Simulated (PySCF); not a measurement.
## Computed structure and properties of [Re3]+

System: [Re3]+ (triplet); start: released along the symmetry-breaking force (D3h). Method: PySCF 2.14.0, UKS BP86, Re def2-SVP with ECP60; non-relativistic Hamiltonian with scalar-relativistic core potentials where named; density fitting; no spin-orbit coupling.

Input of the relaxation:

```python
mol = gto.M(atom='''
Re     1.32385    -0.00412    -0.00000
Re    -0.65836     1.14854     0.00000
Re    -0.66549    -1.14443    -0.00000''',
    basis={'Re': 'def2-SVP'},
    ecp={'Re': 'def2-SVP'},
    charge=1, spin=2)
mf = dft.UKS(mol, xc='B88,P86')
mf.grids.atom_grid = (50, 194)
mf = mf.density_fit()  # fitting sets: Re def2-universal-JKFIT
mf.conv_tol = 1e-08; mf.max_cycle = 55
mf.kernel(dm0)  # dm0: converged density of the start geometry
# quasi-Newton relaxation in Cartesian coordinates to a largest gradient under 0.00045 Eh/bohr
```

Run from Python with OMP_NUM_THREADS=2; the lines above give its settings. Where DIIS fails, smearing, a level shift and second-order steps follow.
It took 11 s on 2 threads of Intel(R) Xeon(R) 6975P-C (Granite Rapids), on a shared host, from the converged density of the start.

Course of the relaxation:

```tsv
step	energy above end (eV)	largest force component within the symmetry (eV/Å)
0	0.0002	0.061
1	0.0000	0.020
2	0.0000	0.008
```

Relaxed geometry (D3h):

```xyz
3

Re    1.3231   -0.0059    0.0000
Re   -0.6596    1.1502    0.0000
Re   -0.6636   -1.1443    0.0000
```

| contact | Å |
| --- | --- |
| Re3–Re1 | 2.290 |
| Re3–Re2 | 2.295 |
| Re2–Re1 | 2.295 |

On the finer grid (75, 302):

```yaml
HOMO: -9.22 eV
LUMO: -8.82 eV
Dipole_about_the_centre_of_mass: 0.14 D
Spin_squared: 2.862
Set_of_Mulliken_populations_of_Re1_outside_the_core_potential: s 3.08, p 6.05, d 5.48, f 0.04
D3_BJ_dispersion_energy_not_in_the_energies: -0.350 eV
```

| atom | Mulliken (e) | Löwdin (e) | spin (e) |
| --- | --- | --- | --- |
| Re1 | 0.36 | 0.33 | 1.24 |
| Re2 | 0.28 | 0.35 | -0.42 |
| Re3 | 0.36 | 0.33 | 1.18 |

Another spin state tried lies lower. The state is spin-contaminated.

No frequency check is given here.

One start shape was tried, so this needn't be the lowest isomer.

Open shells may have lower solutions than the one found.
